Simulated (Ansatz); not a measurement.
```yaml
crystal:
  periodic: [false, false, false]
  atoms:
    - {symbol: O, position_ang: [-1.680323, 0.527101, 0.885623]}
    - {symbol: C, position_ang: [-0.556019, 0.732235, 0.054697]}
    - {symbol: C, position_ang: [0.734160, -0.012446, 0.771595]}
    - {symbol: N, position_ang: [1.092105, -0.959371, -0.306855]}
    - {symbol: Al, position_ang: [-0.079367, -0.533288, -1.402684]}
    - {symbol: H, position_ang: [-2.435647, 0.888222, 0.379800]}
    - {symbol: H, position_ang: [-0.300279, 1.745532, -0.050331]}
    - {symbol: H, position_ang: [1.448336, 0.760314, 1.022947]}
    - {symbol: H, position_ang: [0.332299, -0.556179, 1.673800]}
    - {symbol: H, position_ang: [1.984010, -1.516984, -0.079131]}
    - {symbol: H, position_ang: [-0.563419, -1.062071, -2.858702]}
basis:
  gaussian: {orbitals: aug-cc-pVDZ}
hamiltonian: {xc: {name: wPBEh}}
output: {forces: true}
```

```sh
$ ansatz run in.yaml --threads 4 --pin off --events-out ev --progress --plain --max-ram 10444MiB
```

Shortened log:

```
Functional definition: wPBEh
1700 factors; integrals over basis functions are off by at most 7.5e-4 eV
237 factors; integrals over basis functions are off by at most 5.1e-7 eV
mean field evaluation 1: about -12281.6444 eV, gradient 8.1e1 eV
mean field evaluation 2: about -12220.9727 eV, gradient 1.6e2 eV
mean field evaluation 4: about -12296.0526 eV, gradient 1.5e1 eV
mean field evaluation 8: about -12296.5611 eV, gradient 6.8e-1 eV
mean field evaluation 16: about -12296.5621 eV, gradient 1.8e-4 eV
mean field -12296.56211871 eV, -451.8903229535 hartree, gradient 4.4e-5 eV, S^2 0.000000; 0 other end points of the search recorded, 0 dependent functions left out
reference -12296.56220061 eV, -451.8903259632 hartree; 23, 23 occupied and 150, 150 virtual orbitals, 1700 factors
Total energy: -12296.56220061 eV, -451.8903259632 hartree
Atom 0 at    -1.680323     0.527101     0.885623 Å, force    -1.199242     0.573874    -0.554729 eV/Å
Atom 1 at    -0.556019     0.732235     0.054697 Å, force     1.585280    -2.633099     0.994921 eV/Å
Atom 2 at     0.734160    -0.012446     0.771595 Å, force    -2.922314    -0.146887    -0.726848 eV/Å
Atom 3 at     1.092105    -0.959371    -0.306855 Å, force     5.598887    -1.955246     3.636692 eV/Å
Atom 4 at    -0.079367    -0.533288    -1.402684 Å, force    -3.068115     0.746841    -3.027818 eV/Å
Atom 5 at    -2.435647     0.888222     0.379800 Å, force     0.409495    -0.369051     0.664396 eV/Å
Atom 6 at    -0.300279     1.745532    -0.050331 Å, force     0.203371     1.991226    -0.117050 eV/Å
Atom 7 at     1.448336     0.760314     1.022947 Å, force     0.792751     0.045745     0.173327 eV/Å
Atom 8 at     0.332299    -0.556179     1.673800 Å, force     0.478894     0.608715    -0.509500 eV/Å
Atom 9 at     1.984010    -1.516984    -0.079131 Å, force    -2.080246     1.060366    -0.845541 eV/Å
Atom 10 at    -0.563419    -1.062071    -2.858702 Å, force     0.201238     0.077515     0.312151 eV/Å
Dipole moment:     0.138905     0.105600    -0.191168 e Å
```

It took 3 s on 4 threads of an Intel Xeon Platinum 8488C on a shared host, with 0.57 GiB of host memory at the peak.
